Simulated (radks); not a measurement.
Te4+, configuration [Kr] 4d10 5s2. Method: Dirac Kohn-Sham, relativistic LDA (MacDonald-Vosko exchange, VWN5 correlation), spin-unpolarised, spherical densities, finite nucleus; Fermi nuclear charge, rms radius 4.7423 fm; computed with a radial shooting solver on a logarithmic mesh with Libxc functionals. Some entries of the table are withheld. Estimate them.

| orbital | occ. | eigenvalue (eV) | <r^2> (bohr^2) | r(max) (bohr) |
|---|---|---|---|---|
| 1s1/2 | 2 | -31463.71 | (1) | 0.01801 |
| 2s1/2 | 2 | -4867.431 | 0.01698 | 0.1018 |
| 2p1/2 | 2 | -4569.777 | 0.01256 | 0.07811 |
| 2p3/2 | 4 | -4297.884 | 0.01385 | 0.08280 |
| 3s1/2 | 2 | -1003.734 | 0.1193 | 0.2937 |
| 3p1/2 | 2 | (2) | 0.1139 | 0.2798 |
| 3p3/2 | 4 | (3) | 0.1221 | 0.2904 |
| 3d3/2 | 4 | (4) | 0.1032 | 0.2360 |
| 3d5/2 | 6 | (5) | 0.1056 | 0.2390 |
| 4s1/2 | 2 | -206.7571 | 0.6621 | 0.7018 |
| 4p1/2 | 2 | -164.0640 | 0.7317 | (6) |
| 4p3/2 | 4 | -154.2911 | 0.7849 | (7) |
| 4d3/2 | 4 | -85.6549 | 1.066 | 0.8042 |
| 4d5/2 | 6 | -84.1545 | 1.091 | 0.8131 |
| 5s1/2 | 2 | -53.6828 | 3.881 | 1.700 |
| 5p1/2 | 0 | -42.8670 | 4.843 | 1.883 |
| 5p3/2 | 0 | -41.4485 | 5.129 | 1.944 |
| 6s1/2 | 0 | -23.1663 | 15.49 | 3.626 |

Answer. 
(1) 1s1/2 <r^2> (bohr^2): 0.001056
(2) 3p1/2 eigenvalue (eV): -880.2052
(3) 3p3/2 eigenvalue (eV): -829.4987
(4) 3d3/2 eigenvalue (eV): -609.6380
(5) 3d5/2 eigenvalue (eV): -598.9796
(6) 4p1/2 r(max) (bohr): 0.7213
(7) 4p3/2 r(max) (bohr): 0.7459
